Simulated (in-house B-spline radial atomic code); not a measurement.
What moves the levels of Re⁺ ([Xe] 4f14 5d5 6s1)? Computed with a B-spline radial code for spherical atoms: Dirac-Hartree-Fock, average of configuration, Fermi nucleus of rms radius 5.3698 fm.

Baseline run (computed): total energy -16707.3180 hartree, 1s1/2 at -2651.321 hartree, 6s1/2 at -14.88 eV with <r> = 3.006 bohr.

Scaling the speed of light c (a factor of 100 is close to the non-relativistic limit):

```csv
c/c0,ΔE (hartree),6s1/2 level (eV),6s1/2 <r> (bohr)
0.9,-267.14,-15.4946,2.915
0.98,-45.218,-14.9815,2.99
1.02,41.95,-14.7876,3.02
1.2,314.78,-14.2079,3.116
100,923.59,-13.0557,3.34
```

Changing the nucleus:

| nucleus | ΔE (eV) |
| --- | --- |
| Gaussian nucleus of rms radius 5.3698 fm | -0.547 |
| uniform spherical nucleus of rms radius 5.3698 fm | 0.136 |
| Gaussian nucleus of rms radius 0.01 fm | -76.5 |
| Fermi nucleus of rms radius 5.2624 fm | -2.53 |
| Fermi nucleus of rms radius 5.4772 fm | 2.56 |

A larger nucleus binds the electrons less, roughly as the density at the nucleus times the change of the nuclear <r²>. At equal rms radius the shape enters only through higher moments. A radius of 0.01 fm is nearly a point.

Problem. The nuclear charge is raised by 0.1. What does the Hellmann-Feynman theorem predict for the energy, and what is found?

Solution. dE/dZ ≈ -Σ<1/r>, which is -557.053 at the start and -558.213 at the end; their mean times 0.1 is -55.763 hartree, and the two runs differ by -55.76 hartree.
